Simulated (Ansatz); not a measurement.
Total energies of TiBr₃ from Ansatz at PBE0-D4/def2-TZVP, gas phase (1 Eh = 27.2114 eV = 2625.5 kJ/mol). The reference geometry is relaxed at PBE-D4/def2-SVP.

```xyz
4

Ti   -0.003    0.001   -0.001
Br   -0.799   -0.378    2.169
Br    1.086    2.011   -0.514
Br   -0.284   -1.634   -1.654
```

```csv
state,geometry,energy (Eh)
charge 0 doublet,reference,-8571.04316
charge 1 singlet,reference,-8570.71202
charge 1 singlet,relaxed at PBE-D4/def2-SVP,-8570.72099
free Ti atom (triplet),–,-849.14317
free Br atom (doublet),–,-2573.81189
```

**Question.** Work out the vertical ionisation energy to the singlet.

**Answer.** E(charge 1 singlet) − E(charge 0 doublet) = -8570.71202 − (-8571.04316) = 0.33114 Eh = 9.01 eV. For comparison, −ε of the highest occupied level of the spin that leaves is 7.72 eV at this level, 1.29 eV less.

**Question.** How much does the charge 1 singlet relax, and what is the adiabatic ionisation energy?

**Answer.** Relaxation: -8570.71202 − (-8570.72099) = 0.00897 Eh = 0.24 eV. Adiabatic ionisation energy: 0.32217 Eh = 8.77 eV, without zero-point energy. 

**Question.** What is the binding energy per atom against free atoms?

**Answer.** Atoms: 1 × (-849.14317) + 3 × (-2573.81189) = -8570.57884 Eh. Binding: -8570.57884 − (-8571.04316) = 0.46432 Eh = 12.63 eV, or 3.16 eV for each of 4 atoms (no zero-point energy, no counterpoise term).
